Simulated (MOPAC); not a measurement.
MOPAC input (PM3):

```
PM3 1SCF CHARGE=1 GEO-OK AUX(PRECISION=9) THREADS=1
CH4BCl2S

C    -2.42152200 1    0.20399600 1    0.57420000 1
S    -1.25403600 1   -0.19187300 1   -0.76840000 1
B     0.51694300 1   -0.01825000 1   -0.02814900 1
Cl    0.71423300 1   -0.49869800 1    1.59638300 1
Cl    1.71004000 1    0.51177700 1   -1.12417800 1
H    -2.13666900 1    1.12600400 1    1.07073800 1
H    -3.40450600 1    0.27613900 1    0.11372700 1
H    -2.38909400 1   -0.64146300 1    1.25724500 1
H    -1.27338200 1    0.95420500 1   -1.47923600 1
```

Output:

```
 *******************************************************************************
 **                                                                           **
 **                              MOPAC v23.2.5                                **
 **                                                                           **
 *******************************************************************************
 ** MOPAC's Digital Object Identifier: https://doi.org/10.5281/zenodo.6511958 **
 **                                                                           **
 ** Please cite the open-source release paper for use of this MOPAC version:  **
 ** J. E. Moussa and J. J. P. Stewart (2026)                                  **
 ** MOPAC: An open-source semiempirical molecular orbital program             **
 ** J. Open Source Softw., 11(119), 8025, https://doi.org/10.21105/joss.08025 **
 *******************************************************************************

                              PM3 CALCULATION RESULTS

 *******************************************************************************
 *  PM3        - The PM3 Hamiltonian to be used
 *  GEO-OK     - OVERRIDE INTERATOMIC DISTANCE AND OTHER SAFETY CHECKS
 *
 *
 *
 *                 CHARGE ON SYSTEM = +1
 *
 *
 *
 *  1SCF       - DO 1 SCF AND THEN STOP
 *  AUX        - OUTPUT AUXILIARY INFORMATION
 *******************************************************************************
PM3 1SCF CHARGE=1 GEO-OK AUX(PRECISION=9) THREADS=1
 CH4BCl2S

   ATOM   CHEMICAL          X               Y               Z
  NUMBER   SYMBOL      (ANGSTROMS)     (ANGSTROMS)     (ANGSTROMS)

     1       C         -2.42152200  *   0.20399600  *   0.57420000  *
     2       S         -1.25403600  *  -0.19187300  *  -0.76840000  *
     3       B          0.51694300  *  -0.01825000  *  -0.02814900  *
     4      Cl          0.71423300  *  -0.49869800  *   1.59638300  *
     5      Cl          1.71004000  *   0.51177700  *  -1.12417800  *
     6       H         -2.13666900  *   1.12600400  *   1.07073800  *
     7       H         -3.40450600  *   0.27613900  *   0.11372700  *
     8       H         -2.38909400  *  -0.64146300  *   1.25724500  *
     9       H         -1.27338200  *   0.95420500  *  -1.47923600  *

          CARTESIAN COORDINATES

    NO.       ATOM           X           Y           Z

     1         C         -2.4215      0.2040      0.5742
     2         S         -1.2540     -0.1919     -0.7684
     3         B          0.5169     -0.0183     -0.0281
     4        Cl          0.7142     -0.4987      1.5964
     5        Cl          1.7100      0.5118     -1.1242
     6         H         -2.1367      1.1260      1.0707
     7         H         -3.4045      0.2761      0.1137
     8         H         -2.3891     -0.6415      1.2572
     9         H         -1.2734      0.9542     -1.4792

  H: (PM3): J. J. P. STEWART, J. COMP. CHEM. 10, 209 (1989).
  B: (PM3): J. J. P. STEWART, J. MOL. MOD., 10, 155-164 (2004)
  C: (PM3): J. J. P. STEWART, J. COMP. CHEM. 10, 209 (1989).
  S: (PM3): J. J. P. STEWART, J. COMP. CHEM. 10, 209 (1989).
 Cl: (PM3): J. J. P. STEWART, J. COMP. CHEM. 10, 209 (1989).

           Empirical Formula: C H4 S B Cl2  =     9 atoms

      MOLECULAR POINT GROUP   :   C1

      RHF CALCULATION, NO. OF DOUBLY OCCUPIED LEVELS = 15

 -------------------------------------------------------------------------------
 PM3 1SCF CHARGE=1 GEO-OK AUX(PRECISION=9) THREADS=1
 CH4BCl2S

     1SCF WAS SPECIFIED, SO BFGS WAS NOT USED
     SCF FIELD WAS ACHIEVED

                              PM3 CALCULATION
                                                       MOPAC v23.2.5 Linux

          FINAL HEAT OF FORMATION =        104.23326 KCAL/MOL =     436.11197 KJ/MOL

          COSMO AREA              =        139.81 SQUARE ANGSTROMS
          COSMO VOLUME            =        132.82 CUBIC ANGSTROMS

          IONIZATION POTENTIAL    =         14.500687 EV
          HOMO LUMO ENERGIES (EV) =        -14.501 -5.927
          NO. OF FILLED LEVELS    =         15
          MOLECULAR WEIGHT        =        129.8186         POINT GROUP:  C1

          MOLECULAR DIMENSIONS (Angstroms)

            Atom       Atom       Distance
            H     7   Cl     5     5.26750
            H     9   Cl     4     3.77048
            H     6    S     2     1.89081

          SCF CALCULATIONS        =          1

   ATOM   CHEMICAL          X               Y               Z
  NUMBER   SYMBOL      (ANGSTROMS)     (ANGSTROMS)     (ANGSTROMS)

     1       C         -2.42152200  *   0.20399600  *   0.57420000  *
     2       S         -1.25403600  *  -0.19187300  *  -0.76840000  *
     3       B          0.51694300  *  -0.01825000  *  -0.02814900  *
     4      Cl          0.71423300  *  -0.49869800  *   1.59638300  *
     5      Cl          1.71004000  *   0.51177700  *  -1.12417800  *
     6       H         -2.13666900  *   1.12600400  *   1.07073800  *
     7       H         -3.40450600  *   0.27613900  *   0.11372700  *
     8       H         -2.38909400  *  -0.64146300  *   1.25724500  *
     9       H         -1.27338200  *   0.95420500  *  -1.47923600  *

                             CARTESIAN COORDINATES

   1    C       -2.421522000     0.203996000     0.574200000
   2    S       -1.254036000    -0.191873000    -0.768400000
   3    B        0.516943000    -0.018250000    -0.028149000
   4   Cl        0.714233000    -0.498698000     1.596383000
   5   Cl        1.710040000     0.511777000    -1.124178000
   6    H       -2.136669000     1.126004000     1.070738000
   7    H       -3.404506000     0.276139000     0.113727000
   8    H       -2.389094000    -0.641463000     1.257245000
   9    H       -1.273382000     0.954205000    -1.479236000

           Empirical Formula: C H4 S B Cl2  =     9 atoms

      MOLECULAR POINT GROUP   :   C1

                  EIGENVALUES
 -60.10011 -59.46771 -37.95963 -29.82364 -23.59177 -21.43982 -20.35831 -19.77200
 -18.68467 -18.14531 -17.77293 -15.95443 -14.76784 -14.54498 -14.50069  -5.92722
  -5.23110  -4.59173  -4.18248  -2.69543  -2.66974  -1.20966  -1.11618  -1.04409

              NET ATOMIC CHARGES AND DIPOLE CONTRIBUTIONS

  ATOM NO.   TYPE          CHARGE      No. of ELECS.   s-Pop       p-Pop
    1          C          -0.194470        4.1945     1.15588     3.03859
    2          S           0.603407        5.3966     1.77134     3.62525
    3          B          -0.625767        3.6258     1.07326     2.55251
    4         Cl           0.413994        6.5860     1.95879     4.62721
    5         Cl           0.424837        6.5752     1.95891     4.61626
    6          H           0.096353        0.9036     0.90365
    7          H           0.119679        0.8803     0.88032
    8          H           0.115416        0.8846     0.88458
    9          H           0.046551        0.9534     0.95345
 DIPOLE           X         Y         Z       TOTAL
 POINT-CHG.    -3.052    -0.038    -0.859     3.170
 HYBRID        -0.435     1.474     0.283     1.562
 SUM           -3.487     1.435    -0.576     3.814

          ATOMIC ORBITAL ELECTRON POPULATIONS

     Atom    s        px        py        pz
    1  C   1.15588   0.99232   1.07649   0.96979
    2  S   1.77134   1.16198   1.28265   1.18061
    3  B   1.07326   0.89479   0.74271   0.91500
    4 Cl   1.95879   1.88304   1.62114   1.12303
    5 Cl   1.95891   1.49078   1.60666   1.51882
    6  H   0.90365
    7  H   0.88032
    8  H   0.88458
    9  H   0.95345

 **********************
 *                    *
 * JOB ENDED NORMALLY *
 *                    *
 **********************

 == MOPAC DONE ==
```

The dipole moment of an ion depends on the origin.

The geometry given is a B3LYP-D3(BJ)/def2-TZVP minimum.
